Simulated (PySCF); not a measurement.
**Electron correlation in Tc⁺ (technetium, charge +1)**

[Kr] 4d6, high-spin 5D determinant (an excited configuration). Calculation: PySCF 2.14, in def2-QZVPPD with the def2 core potential (28 electrons) (7s5p4d4f2g, 88 functions); scalar relativity through the core potential. Frozen: nothing; 14 electrons correlated.

```json
{"level": "CCSD", "correlation energy (mhartree)": "-435.37"}
{"level": "(T)", "correlation energy (mhartree)": "-13.28"}
{"level": "CCSD(T)", "correlation energy (mhartree)": "-448.65"}
```

Diagnostics: T1 = 0.0049, D1 = 0.0137, largest double amplitude 0.032.

Cost of the coupled-cluster step: roughly 2.5 core-minutes, for 14 correlated electrons.

The basis has no tight functions for the innermost shells, so their pair energies are far from complete.

This basis was not built for core-valence correlation, so the inner-shell part is incomplete.
